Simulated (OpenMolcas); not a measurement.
# Au5+ in a point-charge field

Au5+ among 6 point charges of -1.7 e arranged as a trigonal antiprism (D3d), 2.18 Å from the ion, with a polar angle of 58.6° against the regular 54.74°.
```
   0.0000    1.8601    1.1369  -1.70
  -1.6109   -0.9300    1.1369  -1.70
   1.6109   -0.9300    1.1369  -1.70
   0.0000   -1.8601   -1.1369  -1.70
   1.6109    0.9300   -1.1369  -1.70
  -1.6109    0.9300   -1.1369  -1.70
```

```
Program             : OpenMolcas
Method              : CASSCF
Basis               : ANO-RCC-VTZP [8s7p5d3f1g]
Scalar Hamiltonian  : DKH2, point nucleus
Active space        : 6 electrons in 5 orbitals (5d)
State averaging     : 2S+1 = 5 even, 5 roots; 2S+1 = 3 even, 45 roots; 2S+1 = 1 even, 50 roots
Spin-orbit coupling : RASSI with atomic mean-field integrals over the reference wave functions
```

The lowest spin-free states (labels of D3, the rotations of D3d), above the lowest:

```json
{"State": "5A1", "Degeneracy": "1", "E (cm-1)": "0.0", "Free-ion L (%)": "D (100)"}
{"State": "5E", "Degeneracy": "2", "E (cm-1)": "1529", "Free-ion L (%)": "D (100)"}
{"State": "5E", "Degeneracy": "2", "E (cm-1)": "5240", "Free-ion L (%)": "D (100)"}
{"State": "3A2", "Degeneracy": "1", "E (cm-1)": "19938", "Free-ion L (%)": "H (66)"}
{"State": "3E", "Degeneracy": "2", "E (cm-1)": "20023", "Free-ion L (%)": "H (74)"}
{"State": "3E", "Degeneracy": "2", "E (cm-1)": "21192", "Free-ion L (%)": "H (82)"}
{"State": "3A1", "Degeneracy": "1", "E (cm-1)": "21846", "Free-ion L (%)": "H (88)"}
{"State": "3E", "Degeneracy": "2", "E (cm-1)": "22605", "Free-ion L (%)": "H (65)"}
{"State": "3A2", "Degeneracy": "1", "E (cm-1)": "23642", "Free-ion L (%)": "H (69)"}
{"State": "3E", "Degeneracy": "2", "E (cm-1)": "24009", "Free-ion L (%)": "H (74)"}
{"State": "3A1", "Degeneracy": "1", "E (cm-1)": "24655", "Free-ion L (%)": "G (75)"}
{"State": "3E", "Degeneracy": "2", "E (cm-1)": "25186", "Free-ion L (%)": "P (58)"}
{"State": "3E", "Degeneracy": "2", "E (cm-1)": "26287", "Free-ion L (%)": "G (66)"}
{"State": "3A2", "Degeneracy": "1", "E (cm-1)": "26420", "Free-ion L (%)": "H (43)"}
{"State": "3A2", "Degeneracy": "1", "E (cm-1)": "26542", "Free-ion L (%)": "G (46)"}
{"State": "3E", "Degeneracy": "2", "E (cm-1)": "27343", "Free-ion L (%)": "F (58)"}
{"State": "1A1", "Degeneracy": "1", "E (cm-1)": "27344", "Free-ion L (%)": "I (55)"}
{"State": "3A1", "Degeneracy": "1", "E (cm-1)": "27937", "Free-ion L (%)": "F (64)"}
{"State": "3A2", "Degeneracy": "1", "E (cm-1)": "27944", "Free-ion L (%)": "F (90)"}
{"State": "3E", "Degeneracy": "2", "E (cm-1)": "28137", "Free-ion L (%)": "F (44)"}
```

The lowest levels with spin-orbit coupling:

```tsv
E (cm-1)	Degeneracy	Label	2S+1	g
0.0	1	A1	5 (79 %)	
197.4	2	E	5 (79 %)	0.00 0.00 2.96
722.1	2	E	5 (78 %)	0.00 0.00 5.85
1506	1	A1	5 (76 %)	
1563	1	A2	5 (77 %)	
2392	2	E	5 (78 %)	0.00 0.00 11.27
7830	2	E	5 (63 %)	0.00 0.00 5.49
8761	1	A1	5 (63 %)	
9970	2	E	5 (88 %)	0.00 0.00 0.77
9988	1	A2	5	
10260	2	E	5 (58 %)	0.00 0.00 2.52
12073	2	E	5 (81 %)	0.00 0.00 1.35
12317	1	A1	5 (83 %)	
12957	1	A2	5 (88 %)	
15248	2	E	5 (79 %)	0.00 0.00 2.49
15753	1	A1	5 (72 %)	
16554	1	A2	5 (79 %)	
19478	1	A1	3 (57 %)	
20527	2	E	3 (62 %)	0.00 0.00 0.86
21011	1	A2	3 (62 %)
```

Powder χT (cm3 K/mol): 0.0719 at 2 K, 0.359 at 10 K, 1.78 at 50 K, 3.12 at 100 K, 4.13 at 200 K, 4.48 at 300 K. The effective moment at 300 K is 2.828 √(χT) = 5.98 μB.

Spin-orbit coupling mixes the spin-free states strongly: the lowest level takes only 50 % from its leading state, 5A1. Without dynamic correlation the repulsion within the d shell is too large (B by tens of per cent), so at a given field states of lower spin stand too high. Point charges give a weaker field than real ligands, and real ions of this kind are as a rule low spin; the high spin found here belongs to the model. Point charges carry no covalency, so the field is a model and not that of real ligands. No measured value stands beside these numbers.

With an even number of electrons the g values are those of a degenerate or nearly degenerate non-Kramers pair.
